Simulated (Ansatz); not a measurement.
Reaction R1 → P1 + P2, each structure at its B3LYP-D3(BJ)/def2-TZVP stationary point, reached from a drawn start (curvature not checked).
R1: Cl2OZr (SMILES [O]=[Zr]([Cl])[Cl]), charge 0, multiplicity 1.
P1, ClOZr (SMILES [O]=[Zr][Cl]) (charge 0, multiplicity 2, Z-matrix in Å and degrees):
```
Zr
O 1 1.7353
Cl 1 2.3693 2 109.91
```
P2: Cl atom, charge 0, multiplicity 2.

P less R. No zero-point or thermal terms; singlets are restricted closed shells; open shells are unrestricted; no spin–orbit coupling. The spin states of the d-block species are the ones drawn and need not be the lowest.

Cores are frozen in the correlated methods.

Programs: Ansatz (an electronic-structure program) with Gaussian orbitals. All values are computed, each at the level named. Elements past Kr take the def2 small-core potentials, without spin–orbit coupling.

PBE/def2-TZVPP gives 5.045 eV for the reaction energy.

Task: How do the other levels lie against it? Give each less PBE: r2SCAN/def2-TZVPP, PBE0/def2-TZVPP, wB97M-V/def2-TZVPP, B2PLYP/def2-TZVPP, MP2/def2-QZVPP, CCSD(T)/def2-QZVPP.

Result: r2SCAN/def2-TZVPP 0.055; PBE0/def2-TZVPP -0.016; wB97M-V/def2-TZVPP 0.161; B2PLYP/def2-TZVPP -0.018; MP2/def2-QZVPP 0.369; CCSD(T)/def2-QZVPP 0.154 eV. 4 of 6 lie above PBE; the widest gap is to MP2/def2-QZVPP.
